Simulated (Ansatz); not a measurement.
`C#[C][SnH3]`. Total charge 0; spin multiplicity 1. Sn takes the def2 core potential. The geometry is a stationary point of PBE0-D4/def2-TZVP.

```xyz
7

C     2.061    0.141    0.494
C     0.891    0.061    0.213
Sn   -1.129   -0.077   -0.270
H     3.096    0.211    0.741
H    -1.295    0.241   -1.933
H    -1.653   -1.652    0.101
H    -1.971    1.075    0.655
```

Q: What is the dipole moment at r2SCAN/def2-TZVPP? (Estimate.)

A: Ansatz gave: 0.24 D, with components (-0.24, -0.02, -0.06) D in this frame, pointing from negative to positive charge.

Q: And with PBE, B3LYP, ωB97M-V? (Estimate.)

A: Ansatz gave: PBE 0.26 D, B3LYP 0.27 D, ωB97M-V 0.27 D.

Q: Give the Mulliken charges with r2SCAN, ωB97M-V, B3LYP in def2-TZVPP. (Best estimate.)

A: Computed: 
```
atom  r2SCAN  ωB97M-V  B3LYP
  C1   -0.14    -0.08  -0.02
  C2   -0.48    -0.54  -0.58
 Sn3    0.75     0.64   0.72
  H4    0.21     0.22   0.23
  H5   -0.11    -0.08  -0.12
  H6   -0.11    -0.08  -0.12
  H7   -0.11    -0.08  -0.12
```

B3LYP here is the variant with VWN-RPA as its local correlation; programs differ in this.
